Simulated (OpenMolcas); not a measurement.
# Ta: thermal populations, worked from levels

```json
{
 "Program": "OpenMolcas",
 "Basis": "ANO-RCC-VTZP [8s7p5d3f2g1h]",
 "Scalar Hamiltonian": "DKH2, point nucleus",
 "Active space": "3 electrons in 5 orbitals (5d)",
 "State averaging": "2S+1 = 4 even, 10 roots; 2S+1 = 2 even, 40 roots",
 "Spin-orbit coupling": "state interaction with AMFI integrals over the reference wave functions, term energies averaged over their components"
}
```

Methods: CASSCF; MS-CASPT2, IPEA 0.25 Eh, imaginary shift 0.1 Eh (closed shells correlated: 5s 5p 6s). Measured levels: NIST Handbook of Basic Atomic Spectroscopic Data.

**Thermal populations.** Z = Σ (2J + 1) exp(-E/kT) with k = 0.695035 cm-1/K, over the levels below. No other level of either list lies under 5570 cm-1, which is above 7 kT at each temperature.

```
         Level  2J + 1  MS-CASPT2  measured
5d³ 6s² ⁴F_3/2       4        0.0       0.0
5d³ 6s² ⁴F_5/2       6       2290      2010
5d³ 6s² ⁴F_7/2       8       4480      3964
```

```tsv
T (K)	Z, MS-CASPT2	Z, measured levels	Ground level (%), MS-CASPT2	Ground level (%), measured levels
1000	4.235	4.359	94.4	91.8
```

At 1000 K, kT = 695 cm-1, and the computed levels give Z = 4.000 + 0.222 + 0.013 = 4.235.

CASPT2 breaks the degeneracy within a term, and the mean is taken; among the terms shown or strongly mixed into the levels shown the widest spread is 890 cm-1 (5d³ 6s² ⁴F, MS-CASPT2). With the s shell closed, the reference lacks s² → p², s² → d² and s → d mixing, so excited terms can stand far too high and out of order, with CASPT2 too. Without dynamic correlation excited terms often stand tens of per cent too high (terms of higher spin than the ground term too low), and those without a measured partner can miss by more than the paired ones (holds for CASSCF). Computed and measured levels are paired by configuration, term and J; levels that our copy of the source lacks, or whose pairing is in doubt (as where it misses far off the trend of its configuration), stay unpaired and out of the deviations. Only configurations of the active space appear.
